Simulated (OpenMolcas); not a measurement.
**O III: effect of the active space**

```
Program             : OpenMolcas 26.06
Method              : MS-CASPT2 or its RAS form, IPEA 0.25 Eh, imaginary shift 0.1 Eh
Basis               : ANO-R2
Scalar Hamiltonian  : X2C, finite nucleus
Spin-orbit coupling : RASSI with atomic mean-field integrals over the reference wave functions, term energies averaged over their components
```

A. 4 electrons in 4 orbitals (2s 2p); 2S+1 = 3 even, 6 roots; 2S+1 = 1 even, 11 roots; 2S+1 = 5 odd, 1 root; 2S+1 = 3 odd, 9 roots; 2S+1 = 1 odd, 8 roots; closed shells correlated: 1s; CASPT2 step roughly 2.6 core-seconds
B. 4 electrons in 8 orbitals (2s 2p 3s 3p); 2S+1 = 3 even, 6 roots; 2S+1 = 1 even, 11 roots; 2S+1 = 5 odd, 1 root; 2S+1 = 3 odd, 9 roots; 2S+1 = 1 odd, 8 roots; closed shells correlated: 1s; CASPT2 step of the order of 9 core-seconds
C. 4 electrons in 9 orbitals (RAS2 2s 2p; RAS3 3d, at most 2 electrons); 2S+1 = 3 even, 6 roots; 2S+1 = 1 even, 11 roots; 2S+1 = 5 odd, 1 root; 2S+1 = 3 odd, 9 roots; 2S+1 = 1 odd, 8 roots; closed shells correlated: 1s; CASPT2 step of the order of 16 core-seconds

Energies in cm⁻¹ above 2s² 2p² ³P₀, the measured ground level; measured values from Moore, Selected Tables of Atomic Spectra, NSRDS-NBS 3, section 11.

```json
{"Level": "2s² 2p² ³P₀", "A": "0.0", "B": "0.0", "C": "0.0", "Measured": "0.0"}
{"Level": "2s² 2p² ³P₁", "A": "104", "B": "108", "C": "102", "Measured": "113"}
{"Level": "2s² 2p² ³P₂", "A": "306", "B": "319", "C": "303", "Measured": ""}
{"Level": "2s² 2p² ¹D₂", "A": "20410", "B": "20750", "C": "20860", "Measured": "20273"}
{"Level": "2s² 2p² ¹S₀", "A": "42660", "B": "43130", "C": "43970", "Measured": "43186"}
{"Level": "2s 2p³ ⁵S°₂", "A": "57800", "B": "58270", "C": "58940", "Measured": "60325"}
{"Level": "2s 2p³ ³D°₂", "A": "118300", "B": "118810", "C": "119980", "Measured": ""}
{"Level": "2s 2p³ ³D°₁", "A": "118300", "B": "118810", "C": "119980", "Measured": ""}
{"Level": "2s 2p³ ³D°₃", "A": "118300", "B": "118820", "C": "119980", "Measured": ""}
{"Level": "2s 2p³ ³P°₀", "A": "141880", "B": "142090", "C": "143000", "Measured": ""}
{"Level": "2s 2p³ ³P°₁", "A": "141880", "B": "142090", "C": "143000", "Measured": ""}
{"Level": "2s 2p³ ³P°₂", "A": "141880", "B": "142100", "C": "143010", "Measured": ""}
{"Level": "2s 2p³ ¹D°₂", "A": "188400", "B": "188650", "C": "188050", "Measured": "187054"}
{"Level": "2s 2p³ ³S°₁", "A": "198680", "B": "197570", "C": "198340", "Measured": "197088"}
{"Level": "2s 2p³ ¹P°₁", "A": "211630", "B": "211150", "C": "212950", "Measured": "210462"}
```

Deviations, from unrounded energies. A percentage is the sum of absolute deviations over the sum of measured energies, with the sign that they share, or ± where signs differ.

| Against measurement | Levels | A | B | C |
| --- | --- | --- | --- | --- |
| mean absolute deviation (cm-1) | 7 | 1000 | 770 | 1100 |
| fine structure of the ground term (%) | 1 | -8.4 | -4.4 | -9.4 |
| other terms of the ground configuration (%) | 2 | ±1.0 | ±0.9 | +2.2 |
| other configurations (%) | 4 | ±1.0 | ±0.7 | ±0.9 |

B lies closest to measurement on these levels and C furthest from it. The largest miss of B in the table is 2s 2p³ ⁵S°₂, by -2100 cm-1. The ranking rests on the paired levels alone, and a cruder setting can come out closer through cancelling errors.

Among A to C the level of the table that moves most is 2s 2p³ ¹P°₁, by 1800 cm-1 (lowest in B, highest in C). Moves below CASPT2's spread within the term are not significant.

CASPT2 does not keep the components of a term degenerate, so their means are used; among the terms shown or strongly mixed into the levels shown the widest spread is 550 cm-1 (2s 2p³ ³D°, A). Active for correlation alone: 3p 3s; no level in the range computed is led by a configuration that fills them, so any true level of that kind is missing (holds for B). Active for correlation alone: 3d; no level in the range computed is led by a configuration that fills it, so any true level of that kind is missing (holds for C). Computed and measured levels are paired by configuration, term and J; levels that our copy of the source lacks, or whose pairing is in doubt (as where it misses far off the trend of its configuration), stay unpaired and out of the deviations. Levels of configurations outside the active space are missing. The table leaves out levels that lie high or whose names do not pair safely across all columns.

° marks odd parity.
